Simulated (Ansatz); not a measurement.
Basis sets compared for Ba₄S₄ (the lowest singlet isomer of a short search). The state is a singlet with charge 0. Geometry r2SCAN-D4/def2-SVP. Ansatz on 4 threads of Arm Neoverse V2 on a shared host; times are rough, and most runs start from earlier orbitals.

```xyz
8

Ba    2.220   -0.796   -1.068
Ba   -0.509    2.420   -0.769
Ba   -1.924   -1.564   -0.744
Ba    0.213   -0.059    2.580
S    -0.208    0.058   -2.524
S    -2.172    0.778    1.045
S     1.883    1.530    0.727
S     0.497   -2.367    0.752
```

In the def2 sets Ba takes a core potential; there is no spin–orbit coupling. The structure comes from a short search, and lower isomers may exist.

Binding counts from free atoms (Ba singlet, S triplet) in the same basis, without a counterpoise term.

```
           level  functions  energy (Eh)  HOMO (eV)  LUMO (eV)  binding per atom (eV)  wall time
 PBE-D4/def2-SVP        192   -1694.1305      -4.22      -1.30                   3.97      5.5 s
PBE0-D4/def2-SVP        192   -1694.1854      -5.13      -0.80                   3.92      7.5 s
```

(1) Estimate the rows for PBE-D4/def2-TZVP (with forces), PBE0-D4/def2-TZVP.

Answers

(1) 
```tsv
level	functions	energy (Eh)	HOMO (eV)	LUMO (eV)	binding per atom (eV)	wall time
PBE-D4/def2-TZVP (with forces)	308	-1694.7643	-4.18	-1.31	3.89	8.5 s
PBE0-D4/def2-TZVP	308	-1694.8126	-5.10	-0.81	3.85	13 s
```
